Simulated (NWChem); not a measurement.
System: C₂H₅FSi; SMILES C=C(F)[SiH3]

Output (shortened):

```
             Northwest Computational Chemistry Package (NWChem) 7.3.0
             --------------------------------------------------------

 CS  symmetry detected

                             Geometry "geometry" -> ""
                             -------------------------

 Output coordinates in angstroms (scale by  1.889725989 to convert to a.u.)

  No.       Tag          Charge          X              Y              Z
 ---- ---------------- ---------- -------------- -------------- --------------
    1 C                    6.0000    -1.19022916    -1.28848629     0.00000000
    2 C                    6.0000    -0.07412442    -0.53988176     0.00000000
    3 F                    9.0000     1.14475175    -1.14565445     0.00000000
    4 Si                  14.0000     0.02977904     1.35234079     0.00000000
    5 H                    1.0000    -2.17670910    -0.80477371     0.00000000
    6 H                    1.0000    -1.13679057    -2.38891656     0.00000000
    7 H                    1.0000    -1.36594221     1.90638148     0.00000000
    8 H                    1.0000     0.77294557     1.81781803    -1.22021100
    9 H                    1.0000     0.77294557     1.81781803     1.22021100

 Effective nuclear repulsion energy (a.u.)     153.5286781680

      Symmetry information
      --------------------

 Group name             Cs
 Group number              2
 Group order               2
 No. of unique centers     8

  pbe96 is a nonlocal functional; adding pw91lda local functional.

                                 NWChem DFT Module
                                 -----------------

 Summary of "ao basis" -> "ao basis" (spherical)
 ------------------------------------------------------------------------------
       Tag                 Description            Shells   Functions and Types
 ---------------- ------------------------------  ------  ---------------------
 C                           6-31g*                  6       14   3s2p1d
 F                           6-31g*                  6       14   3s2p1d
 Si                          6-31g*                  8       18   4s3p1d
 H                           6-31g*                  2        2   2s

      Symmetry analysis of basis
      --------------------------

        a'         51
        a"         19

            General Information
            -------------------
          SCF calculation type: DFT
          Wavefunction type:  closed shell.
          No. of atoms     :     9
          No. of electrons :    40
           Alpha electrons :    20
            Beta electrons :    20
          Charge           :     0
          Spin multiplicity:     1
          Use of symmetry is: on ; symmetry adaption is: on
          Maximum number of iterations: 150
          AO basis - number of functions:    70
                     number of shells:    36
          Convergence on energy requested:  1.00D-06
          Convergence on density requested:  1.00D-05
          Convergence on gradient requested:  5.00D-04

              XC Information
              --------------
          PerdewBurkeErnzerhof Exchange Functional  1.000
            Perdew 1991 LDA Correlation Functional  1.000 local
           PerdewBurkeErnz. Correlation Functional  1.000 non-local

             Grid Information
             ----------------
          Grid used for XC integration:  medium
          Radial quadrature: Mura-Knowles
          Angular quadrature: Lebedev.
          Tag              B.-S. Rad. Rad. Pts. Rad. Cut. Ang. Pts.
          ---              ---------- --------- --------- ---------
          C                   0.70       49          10.0       434
          F                   0.50       49          10.0       434
          Si                  1.10       88          10.0       590
          H                   0.35       45          11.0       434
          Grid pruning is: on
          Number of quadrature shells:   415
          Spatial weights used:  Erf1

      Superposition of Atomic Density Guess
      -------------------------------------

 Sum of atomic energies:        -466.00131054

      Non-variational initial energy
      ------------------------------

 Total energy =    -467.505610
 1-e energy   =    -948.505415
 2-e energy   =     327.471126
 HOMO         =      -0.284118
 LUMO         =       0.031010

      Symmetry analysis of molecular orbitals - initial
      -------------------------------------------------

  Numbering of irreducible representations:

     1 a'          2 a"

  Orbital symmetries:

     1 a'          2 a'          3 a'          4 a'          5 a'
     6 a'          7 a"          8 a'          9 a'         10 a'
    11 a'         12 a'         13 a'         14 a"         15 a'
    16 a'         17 a"         18 a'         19 a'         20 a"
    21 a"         22 a'         23 a'         24 a"         25 a'
    26 a'         27 a'         28 a'         29 a'         30 a'

     ---------------------------------------------
      Total Density - Mulliken Population Analysis
     ---------------------------------------------

    Atom       Charge   Shell Charges
 -----------   ------   -------------------------------------------------------
    1 C    6     6.63   2.00  0.74  2.00  0.64  1.23  0.03
    2 C    6     5.53   2.00  0.70  1.58  0.55  0.64  0.06
    3 F    9     9.47   2.00  0.94  3.39  1.01  2.11  0.01
    4 Si  14    13.66   2.00  2.00  5.97  0.99  1.72  0.31  0.55  0.12
    5 H    1     0.76   0.45  0.31
    6 H    1     0.77   0.45  0.32
    7 H    1     1.05   0.46  0.59
    8 H    1     1.06   0.47  0.59
    9 H    1     1.06   0.47  0.59

[...]
```

Level: PBE/6-31G* (spherical d). Coordinates come from a PBE-D3(BJ)/def2-SVP optimisation.

### Question
Write an input that gives this output.

### Answer
One answer among several that fit: the input that was run:
```
start job
memory heap 200 mb stack 900 mb global 1100 mb
geometry units angstroms noautoz
  C     -1.174669    -1.311694     0.000000
  C     -0.063512    -0.555765     0.000000
  F      1.159322    -1.153508     0.000000
  Si     0.027944     1.337100     0.000000
  H     -2.164309    -0.834480     0.000000
  H     -1.113994    -2.411749     0.000000
  H     -1.371391     1.881949     0.000000
  H      0.768033     1.807455    -1.220211
  H      0.768033     1.807455     1.220211
end
basis spherical
  * library 6-31g*
end
dft
  xc xpbe96 cpbe96
  iterations 150
  mulliken
end
task dft energy
```
